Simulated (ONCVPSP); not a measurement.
## Au, ONCV: configuration errors across variants

* Element: gold (Au)
* Generator: ONCVPSP 4.0.1
* Type: optimised norm-conserving Vanderbilt (ONCV)
* Functional: Wu-Cohen
* Relativity: scalar-relativistic
* Frozen core: [Kr] 4d10 4f14
* Valence charge: 19
* Reference configuration: 5s2 5p6 5d10 6s1
* Partial waves: 5s+6s: rc 1.50 bohr, ncon 3, nbas 7, qcut 10 1/bohr, 2 projectors; 5p: rc 1.20 bohr, ncon 4, nbas 9, qcut 7.8 1/bohr, 2 projectors, debl 3.1 Ha; 5d: rc 2.25 bohr, ncon 5, nbas 9, qcut 5.9 1/bohr, 1 projector
* Local potential: polynomial inside 1.10 bohr (lpopt 4, dvloc0 1 Ha)
* Core correction: Teter function, fcfact 4, rcfact 1.2

All-electron excitation energies from the reference (eV): (1) 5s2 5p6 5d10 6s0 9.445; (2) 5s2 5p6 5d9 6s0 30.690; (3) 5s2 5p6 5d8 6s0 64.606; (4) 5s2 5p6 5d9 6s1 6p1 7.588.

2 further variants failed, have other tests or too few solved ones, and are left out.

Errors AE − PS in meV (a dash: test not solved or not reliable):

```json
{"change": "base", "(1)": "-1.9", "(2)": "-10", "(3)": "-12", "(4)": "+4.9", "bound ghosts": "none", "GHOST(+) flags above zero": "none"}
{"change": "s: rc 1.54", "(1)": "-2.1", "(2)": "-10", "(3)": "-12", "(4)": "+4.8", "bound ghosts": "none", "GHOST(+) flags above zero": "none"}
{"change": "s: rc 1.66", "(1)": "-2.5", "(2)": "-11", "(3)": "-12", "(4)": "+4.8", "bound ghosts": "none", "GHOST(+) flags above zero": "s"}
{"change": "s: rc 1.88", "(1)": "-3.5", "(2)": "-11", "(3)": "-13", "(4)": "+4.7", "bound ghosts": "none", "GHOST(+) flags above zero": "none"}
{"change": "s: rc 2.06", "(1)": "-4.2", "(2)": "-12", "(3)": "-13", "(4)": "+4.7", "bound ghosts": "none", "GHOST(+) flags above zero": "none"}
{"change": "s: rc 2.16", "(1)": "-4.6", "(2)": "-12", "(3)": "-13", "(4)": "+4.7", "bound ghosts": "none", "GHOST(+) flags above zero": "none"}
```

Give the same row for: s: rc 1.34.

-1.5, -9.7, -12, +4.9; bound ghosts: none; GHOST(+) flags above zero: s.
